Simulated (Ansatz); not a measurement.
`[CH3][Ga]([OH])[GeH3]`, relaxed with RKS PBE-D4/def2-SVP in Ansatz 0.2.0 from a rough embedded geometry. The force threshold is 0.03 eV/Å; the program also tests the step.

Charge 0, multiplicity 1.

Start:

```xyz
11

C     0.625   -0.712   -1.207
Ga    0.246   -0.597    0.753
O    -0.839   -1.091    1.448
Ge   -0.133    1.382    0.661
H     1.248   -0.232   -2.080
H     1.260   -1.522   -0.795
H    -0.292   -1.145   -1.667
H    -1.484   -1.754    0.947
H     1.034    2.237   -0.037
H    -1.385    1.485   -0.129
H    -0.279    1.949    2.105
```

```json
{"step": "1", "energy (eV)": "-112049.9533", "largest force (eV/Å)": "32.360", "largest move (Å)": "0.000"}
{"step": "2", "energy (eV)": "-112055.2595", "largest force (eV/Å)": "11.200", "largest move (Å)": "0.195"}
{"step": "3", "energy (eV)": "-112057.2882", "largest force (eV/Å)": "3.099", "largest move (Å)": "0.192"}
{"step": "4", "energy (eV)": "-112058.1982", "largest force (eV/Å)": "0.562", "largest move (Å)": "0.195"}
{"step": "5", "energy (eV)": "-112058.5748", "largest force (eV/Å)": "0.428", "largest move (Å)": "0.195"}
{"step": "6", "energy (eV)": "-112058.7010", "largest force (eV/Å)": "1.138", "largest move (Å)": "0.196"}
{"step": "7", "energy (eV)": "-112058.7934", "largest force (eV/Å)": "0.750", "largest move (Å)": "0.195"}
{"step": "8", "energy (eV)": "-112058.8595", "largest force (eV/Å)": "0.445", "largest move (Å)": "0.200"}
{"step": "9", "energy (eV)": "-112058.9086", "largest force (eV/Å)": "0.119", "largest move (Å)": "0.200"}
{"step": "10", "energy (eV)": "-112058.9144", "largest force (eV/Å)": "0.156", "largest move (Å)": "0.172"}
{"step": "11", "energy (eV)": "-112058.9209", "largest force (eV/Å)": "0.089", "largest move (Å)": "0.087"}
{"step": "12", "energy (eV)": "-112058.9213", "largest force (eV/Å)": "0.037", "largest move (Å)": "0.030"}
{"step": "13", "energy (eV)": "-112058.9217", "largest force (eV/Å)": "0.028", "largest move (Å)": "0.019"}
```

End:

```xyz
11

C     0.666   -1.267   -1.377
Ga   -0.129   -0.358    0.197
O    -0.963   -1.381    1.444
Ge   -0.240    2.006    0.797
H     1.367   -0.603   -1.919
H     1.206   -2.186   -1.071
H    -0.143   -1.564   -2.078
H    -0.947   -2.334    1.237
H     1.032    2.776    0.341
H    -1.449    2.697    0.103
H    -0.401    2.214    2.327
```

Hardware: 4 threads of an Arm Neoverse V1 on a shared host. Wall time 22 s, peak host memory 0.2 GiB.
